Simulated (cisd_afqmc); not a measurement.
Input (AFQMC/CISD/def2-SVP; cisd_afqmc is a phaseless AFQMC code with CISD trial states that reads the integrals written by Ansatz):

Ansatz 0.2 input:
```python
import cisd_afqmc

open("ham.yaml", "w").write("""\
crystal:
  periodic: [false, false, false]
  atoms:
    - {symbol: Ba, position_ang: [0.31812200, -0.15983617, 0.28994222]}
    - {symbol: Cl, position_ang: [1.21993507, 0.69217242, -2.15449770]}
    - {symbol: Cl, position_ang: [-2.26786636, -0.16565327, 1.19939393]}
basis:
  gaussian:
    orbitals: def2-SVP
magnetization: {spin_polarized: false}
correlation: {method: ccsd, electrons: outside_noble_gas, hamiltonian_folder: ham}
""")
rep = cisd_afqmc.ansatz("ham.yaml")
e_ccsd = rep["correlation"]["coupled_cluster"]["energy"]["hartree"]
out = cisd_afqmc.run("ham", e_ccsd, trial="CISD", walkers=100, populations=8, threads=8, dt=0.005, steps=40, early=36, settle=10, least=32,
    cut=5e-5, rank_cut=2e-4, target=0.0004, seconds=1500, seed=1, memory=17280, gpu=False)
```

Output:

```
orbitals 52, occupied [8], factors 287 of 529, rank of the doubles 106 of 352
E(HF) = -943.997822
E(CCSD) on the cut factors = -944.299648, shift to the whole factors 0.000005
Energy of the trial state on the determinant = -944.299725
  tau behind 10.8 of longer steps, mean of the populations' last blocks
   2.0  -944.30534
   4.0  -944.30601
   6.0  -944.30558
   8.0  -944.30623
blocks 274 (0 outliers left out), error by blocks joined: 1: 0.00018, 2: 0.00022, 4: 0.00027, 8: 0.00032, 16: 0.00037
E(AFQMC/CISD) = -944.30598 +/- 0.00037
```
